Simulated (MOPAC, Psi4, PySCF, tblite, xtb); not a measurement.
Dimer HCl ··· H3ClSi (SMILES Cl and [SiH3]Cl) at R = 4.32 Å between the centres of mass, closest contact 3.07 Å (a random orientation, not optimised). Geometry in Å and degrees:

```
Si
H 1 1.4758
H 1 1.4758 2 110.44
H 1 1.4758 2 110.44 3 -122.46
Cl 1 2.0663 2 108.48 3 118.77
H 5 3.0701 1 100.94 2 -170.49
Cl 6 1.2820 5 141.34 1 59.17
```

- GFN2-xTB (tblite)
- SAPT0/jun-cc-pVDZ, frozen core (Psi4)
- PBE0/def2-TZVP, counterpoise-corrected (Psi4)
- PBE0-D3(BJ)/def2-TZVP, counterpoise-corrected (Psi4)
- PBE/def2-TZVP, counterpoise-corrected (Psi4)
- PBE-D3(BJ)/def2-TZVP, counterpoise-corrected (Psi4)
- M06-2X/def2-TZVP, counterpoise-corrected (Psi4)
- HF/aug-cc-pVTZ, counterpoise-corrected (Psi4)
- MP2/aug-cc-pVTZ = DF-MP2/aug-cc-pVTZ, frozen core, counterpoise-corrected (Psi4 1.11)
- SCS-MP2/aug-cc-pVTZ = DF-SCS-MP2/aug-cc-pVTZ, frozen core, counterpoise-corrected (Psi4)
- PM6, restricted, heats of formation (MOPAC)
- PM3, restricted, heats of formation (MOPAC)
- GFN1-xTB (xtb)
- RKS-B3LYP/6-31G* = restricted B3LYP/6-31G*, spherical d, no counterpoise correction in PySCF
- RMP2/6-31G* = restricted MP2 (frozen core)/6-31G*, spherical d, no counterpoise correction (PySCF)
- RKS-LDA (SVWN5)/6-31G* = restricted LDA (SVWN5)/6-31G*, spherical d, no counterpoise correction (PySCF)
- RKS-B3LYP/6-311+G** = restricted B3LYP/6-311+G**, spherical d, no counterpoise correction (PySCF)

Task: What interaction energy does each level give?

Result: 
```tsv
method	E_int / kcal/mol
RKS-LDA (SVWN5)/6-31G*	-2.46
PBE-D3(BJ)/def2-TZVP	-1.79
PBE0-D3(BJ)/def2-TZVP	-1.75
MP2/aug-cc-pVTZ	-1.60
RMP2/6-31G*	-1.54
GFN2-xTB	-1.48
SCS-MP2/aug-cc-pVTZ	-1.32
SAPT0/jun-cc-pVDZ	-1.29
M06-2X/def2-TZVP	-1.28
RKS-B3LYP/6-31G*	-1.17
PBE/def2-TZVP	-1.12
RKS-B3LYP/6-311+G**	-1.10
PM3	-1.07
PBE0/def2-TZVP	-1.05
GFN1-xTB	-0.94
PM6	-0.94
HF/aug-cc-pVTZ	-0.57
```
